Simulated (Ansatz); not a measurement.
Basis-set extrapolation for `[SiH3]C1BN1` (PBE0-D4/def2-TZVP geometry, frozen core, Ansatz). Multiplicity 1, RHF reference.

```tsv
	def2-TZVPP	def2-QZVPP
HF	-409.443682	-409.458515
MP2 correlation	-0.598408	-0.639053
CCSD(T) correlation	-0.666004	not run
```

Energies in hartree. Use E(X) = E(∞) + A·exp(−7.88·√X) for Hartree–Fock and E(X) = E(∞) + B·X^(−2.97) for correlation, with X = 3 and 4, and add CCSD(T) minus MP2 of the smaller set to the MP2 limit.

Question: What is the CCSD(T) energy at the basis-set limit?

Answer: HF limit: -409.458515 + (-0.014833) × 0.13774 = -409.46056. MP2 limit: -0.639053 + (-0.040645) × 0.74074 = -0.66916. Higher-order term: -0.666004 − (-0.598408) = -0.06760. Total: -410.19732 hartree, 55.0 kcal/mol below CCSD(T)/def2-TZVPP.
